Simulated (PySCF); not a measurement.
Cards and structures have been mixed up. Pair them.

Structures:
1. `[C@H]1(OC=CC1)CC`
2. `FCO/C(F)=C\C(F)(F)F`
3. `C#CC(=O)NCC1CC1`

Card P (geometry GFN2-xTB):
- Rotational constants A, B, C: 5.858, 1.972, 1.630 GHz
- Static isotropic polarisability (CAM-B3LYP/def2-SVPD): 71.8 au
- HOMO energy (CAM-B3LYP/def2-SVPD): -7.47 eV
- Lowest triplet excitation (Tamm–Dancoff) (TDA CAM-B3LYP/def2-SVPD): 4.06 eV
- Strongest line among the 8 lowest singlet transitions (TDDFT CAM-B3LYP/def2-SVPD): S2 at 6.34 eV (195 nm, f = 0.134)

Card Q (geometry GFN2-xTB):
* Rotational constants A, B, C: 4.136, 0.803, 0.790 GHz
* Static isotropic polarisability (PBE0/def2-SVPD): 90.9 au
* 13C chemical shifts (computed TMS as zero) by class (GIAO PBE0/pcSseg-1): 154.3 (1 C), 82.4 (1 C), 79.9 (1 C), 45.4 (1 C), 16.6 (1 C), 5.8 (2 C) ppm
* Dipole moment (PBE0/def2-SVPD): 3.83 D
* HOMO energy (PBE0/def2-SVPD): -7.60 eV
* Lowest singlet excitation (TDDFT PBE0/def2-SVPD): 4.95 eV (250 nm, f = 0.000)

Card R (geometry GFN2-xTB):
- Rotational constants A, B, C: 2.553, 0.732, 0.665 GHz
- Static isotropic polarisability (PBE0/def2-SVPD): 58.9 au
- Strongest line among the 6 lowest singlet transitions (TDDFT PBE0/def2-SVPD): S1 at 7.08 eV (175 nm, f = 0.454)
- Lowest singlet excitation (TDDFT PBE0/def2-SVPD): 7.08 eV (175 nm, f = 0.454)
- Point group: C1

All species are isolated and taken at one optimised geometry, non-relativistic unless stated; the electronic structure was computed with PySCF and density fitting. NMR classes are plain means over equivalent atoms (diastereotopic ones count apart unless rotation or inversion swaps them), as if these changed places fast.

Question: Which card belongs to which structure?

Answer: P = 1, Q = 3, R = 2. What ties each card to its structure:
- 1 (card P), C6H10O, monoisotopic mass 98.1 u, 7 heavy atoms: an asymmetric top with C = 1.630 GHz, the highest such constant on the cards; polarisability 71.8 au for 54 electrons.
- 2 (card R), C4H3F5O, monoisotopic mass 162.0 u, 10 heavy atoms: an asymmetric top with C = 0.665 GHz, the lowest such constant on the cards; polarisability 58.9 au for 80 electrons.
- 3 (card Q), C7H9NO, monoisotopic mass 123.1 u, 9 heavy atoms: 7 C in 6 classes; the least shielded carbon (154.3 ppm) is an amide carbonyl carbon; an asymmetric top with C = 0.790 GHz; polarisability 90.9 au for 66 electrons; dipole 3.83 D.
